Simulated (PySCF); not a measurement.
B3LYP has the VWN-RPA correlation part, as in Gaussian. Delta-SCF ions had no search for a lower state. Excitations are Tamm–Dancoff values on a coarser integration grid. The basis has no diffuse functions, so Rydberg states are missing or too high.

Z-matrix (Å, degrees):
```
Si
O 1 1.6455
H 2 0.9603 1 115.67
O 1 1.6558 2 102.79 3 17.84
H 4 0.9599 1 116.94 2 -177.56
N 1 1.6989 2 104.46 3 143.49
H 6 1.0051 1 122.68 2 167.16
H 6 1.0058 7 113.05 1 -161.97
N 1 1.7107 2 119.40 3 -99.09
H 9 1.0076 1 120.35 2 76.22
H 9 1.0079 10 111.23 1 147.71
```
Charge 0, multiplicity 1.

Problem. Give the LUMO, T1 excitation (TDA), S1 oscillator strength, vertical ionisation energy (Delta-SCF) and S1 excitation (TDA) at the level B3LYP-D3(BJ)/def2-TZVP (PySCF 2.14.0).

Solution. 
| Item | Value |
|---|---|
| LUMO | 0.30 eV |
| T1 excitation (TDA) | 6.11 eV |
| S1 oscillator strength | 0.018 |
| vertical ionisation energy (Delta-SCF) | 9.47 eV |
| S1 excitation (TDA) | 6.41 eV |
